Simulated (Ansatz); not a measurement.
```yaml
crystal:
  periodic: [false, false, false]
  atoms:
    - {symbol: Si, position_ang: [-0.385777, 2.535775, -0.213699]}
    - {symbol: Si, position_ang: [-0.895233, 0.258822, -0.000569]}
    - {symbol: N, position_ang: [0.498687, -0.695113, -0.341372]}
    - {symbol: Ge, position_ang: [0.905137, -2.348022, 0.359997]}
    - {symbol: H, position_ang: [0.595387, 2.964237, 0.819977]}
    - {symbol: H, position_ang: [-1.611967, 3.370968, -0.085515]}
    - {symbol: H, position_ang: [-1.010831, -0.006755, 1.444073]}
    - {symbol: H, position_ang: [-1.310831, -0.056755, 1.394073]}
    - {symbol: H, position_ang: [-2.071091, -0.040851, -0.875840]}
    - {symbol: H, position_ang: [1.027736, -0.453520, -1.166255]}
    - {symbol: H, position_ang: [0.289272, -3.491197, -0.473087]}
    - {symbol: H, position_ang: [2.435401, -2.498975, 0.369326]}
    - {symbol: H, position_ang: [0.329995, -2.374325, 1.782035]}
basis:
  gaussian: {orbitals: 6-31G, nuclear_model: gaussian}
hamiltonian: {xc: {name: B97M-V}}
accuracy: high
```

```sh
$ ansatz run in.yaml --threads 4 --pin off --events-out ev --progress --plain --max-ram 10444MiB
```

Shortened log:

```
Functional definition: B97M-V
1930 factors; integrals over basis functions are off by at most 7.3e-9 eV
mean field evaluation 1: about -73857.8474 eV, gradient 5.7e1 eV
mean field evaluation 2: about -73824.5883 eV, gradient 1.1e2 eV
mean field evaluation 4: about -73864.6501 eV, gradient 1.0e1 eV
mean field evaluation 8: about -73865.1733 eV, gradient 1.6e-1 eV
mean field evaluation 16: about -73865.1734 eV, gradient 1.2e-5 eV
mean field -73865.17336668 eV, -2714.4950536128 hartree, gradient 2.1e-8 eV, S^2 0.000000; 0 other end points of the search recorded, 0 dependent functions left out
reference -73865.17337474 eV, -2714.4950539089 hartree; 38, 38 occupied and 44, 44 virtual orbitals, 1930 factors
Total energy: -73865.17337474 eV, -2714.4950539089 hartree
```

In this input one atom was put on top of another. The calculation finished and met its thresholds. The result belongs to that input, not to the molecule as meant.
